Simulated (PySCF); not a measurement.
## Computed data sheet: 4H-pyran-4-thione, `o1ccc(cc1)=S`

Species: 4H-pyran-4-thione, C₅H₄OS.
Numbering: `[S:1]=[c:2]1[cH:3][cH:4][o:5][cH:6][cH:7]1` (hydrogens: H8 on C3; H9 on C4; H10 on C6; H11 on C7)

Structure used (PBE0-D3(BJ)/def2-SVP), in Å, numbered top down from 1:
```xyz
11
C5H4OS angstrom
S     -1.8490    2.2143    0.0781
C     -0.8050    0.9366    0.0397
C     -1.2359   -0.4461    0.0316
C     -0.3408   -1.4559   -0.0003
O      0.9890   -1.2615   -0.0268
C      1.4466    0.0023   -0.0208
C      0.6358    1.0811    0.0105
H     -2.3032   -0.6701    0.0518
H     -0.5959   -2.5164   -0.0081
H      2.5365    0.0396   -0.0439
H      1.0693    2.0819    0.0138
```

Among its groups: thiocarbonyl.

PBE0-D3(BJ)/def2-SVP geometry optimisation, gas phase (PySCF):

```
Point group                  : C2v
Rotational constants A, B, C : 5.965, 1.606, 1.265 GHz
```

CAM-B3LYP/def2-SVPD ground state, ΔSCF and vertical TDDFT (core frozen in the response) (PySCF):

```
Dipole moment                                                     : 4.60 D
HOMO energy                                                       : -7.45 eV
LUMO energy                                                       : -1.21 eV
HOMO–LUMO gap                                                     : 6.24 eV
Lowest singlet excitation                                         : 2.54 eV (487 nm, f = 0.000)
Strongest line among the 10 lowest singlet transitions            : S2 at 4.31 eV (287 nm, f = 0.429)
Lowest triplet excitation (Tamm–Dancoff)                          : 2.20 eV
Static isotropic polarisability                                   : 89.5 au
Vertical ionisation energy                                        : 8.04 eV
Vertical electron affinity                                        : 0.57 eV
Electronic spatial extent ⟨r²⟩ about the centre of nuclear charge : 870 bohr²
```

**PBE0/pcSseg-1 ground state and GIAO shieldings, non-relativistic (PySCF)**

```
Lowest Hirshfeld atomic charge                              : -0.21 e on S1
Highest Hirshfeld atomic charge                             : +0.07 e on H9/H10
13C chemical shifts (computed TMS as zero) by class         : 208.5 (C2), 150.3 (C4/C6), 135.9 (C3/C7) ppm
1H chemical shifts (computed TMS as zero) by class          : 7.13 (H9/H10), 6.93 (H8/H11) ppm
Isotropic shieldings of nuclei other than C and H, by class : 93 (O5), -195 (S1) ppm
Mayer bond orders between heavy atoms                       : S1–C2 1.67, C2–C3 1.10, C3–C4 1.67, C4–O5 1.03, O5–C6 1.03, C6–C7 1.67, C7–C2 1.10
```

Monoisotopic mass from the formula: 111.9983 u.

The ΔSCF ionisation energy exceeds −ε(HOMO) by 0.59 eV with CAM-B3LYP. From the two ΔSCF values, the fundamental gap I − A is 7.47 eV and the Mulliken electronegativity (I + A)/2 is 4.31 eV. The vertical singlet–triplet gap S1 − T1 is 0.34 eV (TDDFT singlet less Tamm–Dancoff triplet; S1: HOMO→LUMO, weight 0.98; T1: HOMO→LUMO, weight 0.97). The largest Löwdin shares of the LUMO are 0.29 on S1, 0.24 on C2, 0.11 on C6 and 0.11 on C4. The dipole matches unit charges of opposite sign 0.96 Å apart (1 e·Å = 4.8032 D). A dipole of 4.60 D is allowed in C2v, and pure rotational transitions are dipole-allowed. −ε(LUMO) is 1.21 eV against a ΔSCF electron affinity of 0.57 eV.

For the NMR shielding job (PBE0/pcSseg-1), the run took 19 s of wall time on one thread, Arm Neoverse V1, on a shared host.
